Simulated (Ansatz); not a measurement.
Input for Ansatz (a first-principles code): U-CCSD(T)/cc-pVDZ on H6 chain, a point of a bond scan (R = 3.000 Å).

Ansatz 0.2 input:
```yaml
crystal:
  periodic: [false, false, false]
  atoms:
    - {symbol: H, position_ang: [0.00000000, 0.00000000, 0.00000000]}
    - {symbol: H, position_ang: [0.00000000, 0.00000000, 3.00000000]}
    - {symbol: H, position_ang: [0.00000000, 0.00000000, 6.00000000]}
    - {symbol: H, position_ang: [0.00000000, 0.00000000, 9.00000000]}
    - {symbol: H, position_ang: [0.00000000, 0.00000000, 12.00000000]}
    - {symbol: H, position_ang: [0.00000000, 0.00000000, 15.00000000]}
basis:
  gaussian:
    orbitals: cc-pVDZ
correlation: {method: ccsd_t, electrons: outside_noble_gas}
scf: {omitted_lower_state_checks: [cluster_reference]}
magnetization: {spin_polarized: true, initial_magnetization: 0}
```

Program output:

```
WARN ansatz: RAYON_NUM_THREADS=2 ignored (pool sized by the plan → 2); use --threads N
Functional definition: HF
these checks for a lower state are left out or cut short: cluster_reference
integrals: 0.00 GiB planned
257 factors; integrals over basis functions are off by at most 2.2e-4 eV
mean field: 0.05 GiB planned
mean field evaluation 1: about -67.1902 eV, gradient 1.9e0 eV
mean field evaluation 2: about -67.1855 eV, gradient 1.9e0 eV
mean field evaluation 4: about -67.5181 eV, gradient 7.1e-1 eV
mean field evaluation 8: about -67.5644 eV, gradient 8.1e-5 eV
mean field evaluation 16: about -68.3569 eV, gradient 5.2e0 eV
mean field evaluation 32: about -81.5186 eV, gradient 2.3e-2 eV
mean field evaluation 64: about -67.1902 eV, gradient 1.9e0 eV
mean field evaluation 96: about -74.0850 eV, gradient 1.0e-1 eV
mean field evaluation 128: about -75.9645 eV, gradient 8.9e-3 eV
mean field evaluation 160: about -75.9644 eV, gradient 1.3e-5 eV
mean field evaluation 192: about -81.4984 eV, gradient 2.1e-6 eV
mean field evaluation 224: about -81.4984 eV, gradient 9.7e-7 eV
mean field -81.53870610 eV, -2.9964921801 hartree, gradient 2.2e-6 eV, S^2 2.974452; 21 other end points of the search recorded, 0 dependent functions left out
reference -81.53870610 eV, -2.9964921801 hartree; 3, 3 occupied and 27, 27 virtual orbitals, 257 factors
second order -0.00580771 eV of doubles, -0.00000000 eV of singles
coupled cluster: 0.06 GiB planned
cycle   1  -0.00727783 eV  change   -1.5e-3 eV  update   4.5e-3
cycle   2  -0.00863740 eV  change   -1.4e-3 eV  update   2.7e-3
cycle   3  -0.00880441 eV  change   -1.7e-4 eV  update   1.5e-3
cycle   4  -0.00889779 eV  change   -9.3e-5 eV  update   1.4e-3
cycle   5  -0.00944886 eV  change   -5.5e-4 eV  update   1.4e-3
cycle   6  -0.01170264 eV  change   -2.3e-3 eV  update   1.4e-3
cycle   7  -0.04391688 eV  change   -3.2e-2 eV  update   1.3e-3
cycle   8  -0.04287037 eV  change    1.0e-3 eV  update   9.9e-4
cycle   9  -0.04785351 eV  change   -5.0e-3 eV  update   6.9e-4
cycle  10  -0.04513838 eV  change    2.7e-3 eV  update   5.3e-4
cycle  11  -0.04588259 eV  change   -7.4e-4 eV  update   3.8e-4
cycle  12  -0.04546328 eV  change    4.2e-4 eV  update   3.7e-4
cycle  13  -0.04588618 eV  change   -4.2e-4 eV  update   3.7e-4
cycle  14  -0.04671801 eV  change   -8.3e-4 eV  update   3.6e-4
cycle  15  -0.04841715 eV  change   -1.7e-3 eV  update   3.0e-4
cycle  16  -0.04995705 eV  change   -1.5e-3 eV  update   1.8e-4
cycle  17  -0.05010287 eV  change   -1.5e-4 eV  update   1.2e-4
cycle  18  -0.05012704 eV  change   -2.4e-5 eV  update   1.2e-4
cycle  19  -0.05013929 eV  change   -1.2e-5 eV  update   1.2e-4
cycle  20  -0.05008033 eV  change    5.9e-5 eV  update   1.2e-4
cycle  21  -0.04994137 eV  change    1.4e-4 eV  update   1.1e-4
cycle  22  -0.04973004 eV  change    2.1e-4 eV  update   8.8e-5
cycle  23  -0.04980075 eV  change   -7.1e-5 eV  update   5.4e-5
cycle  24  -0.05007321 eV  change   -2.7e-4 eV  update   4.6e-5
cycle  25  -0.05040931 eV  change   -3.4e-4 eV  update   3.3e-5
cycle  26  -0.05050294 eV  change   -9.4e-5 eV  update   2.5e-5
cycle  27  -0.05053529 eV  change   -3.2e-5 eV  update   2.3e-5
cycle  28  -0.05054016 eV  change   -4.9e-6 eV  update   2.3e-5
cycle  29  -0.05055124 eV  change   -1.1e-5 eV  update   2.3e-5
cycle  30  -0.05057951 eV  change   -2.8e-5 eV  update   2.3e-5
cycle  31  -0.05061965 eV  change   -4.0e-5 eV  update   2.2e-5
cycle  32  -0.05063207 eV  change   -1.2e-5 eV  update   2.1e-5
cycle  33  -0.05063268 eV  change   -6.1e-7 eV  update   2.0e-5
cycle  34  -0.05061261 eV  change    2.0e-5 eV  update   1.9e-5
cycle  35  -0.05061341 eV  change   -7.9e-7 eV  update   1.6e-5
cycle  36  -0.05061690 eV  change   -3.5e-6 eV  update   1.5e-5
cycle  37  -0.05063551 eV  change   -1.9e-5 eV  update   1.5e-5
cycle  38  -0.05068542 eV  change   -5.0e-5 eV  update   1.4e-5
cycle  39  -0.05072650 eV  change   -4.1e-5 eV  update   1.2e-5
cycle  40  -0.05074220 eV  change   -1.6e-5 eV  update   1.0e-5
cycle  41  -0.05074010 eV  change    2.1e-6 eV  update   9.9e-6
cycle  42  -0.05072452 eV  change    1.6e-5 eV  update   9.7e-6
cycle  43  -0.05069600 eV  change    2.9e-5 eV  update   9.3e-6
cycle  44  -0.05067423 eV  change    2.2e-5 eV  update   8.8e-6
cycle  45  -0.05066295 eV  change    1.1e-5 eV  update   8.5e-6
cycle  46  -0.05065454 eV  change    8.4e-6 eV  update   8.3e-6
cycle  47  -0.05063241 eV  change    2.2e-5 eV  update   7.8e-6
cycle  48  -0.05060962 eV  change    2.3e-5 eV  update   6.1e-6
cycle  49  -0.05060217 eV  change    7.5e-6 eV  update   4.8e-6
cycle  50  -0.05059976 eV  change    2.4e-6 eV  update   4.6e-6
cycle  51  -0.05059582 eV  change    3.9e-6 eV  update   4.5e-6
coupled cluster: 0.06 GiB planned
perturbative correction -0.00065319 eV, -0.0000240043 hartree
Total energy: -81.58995510 eV, -2.9983755463 hartree
Checks for a lower state left out: cluster_reference
```

The run converged. Its determinant has ⟨S²⟩ = 2.97, a mixture of spin states.

Cost: roughly 1.6 core-seconds.
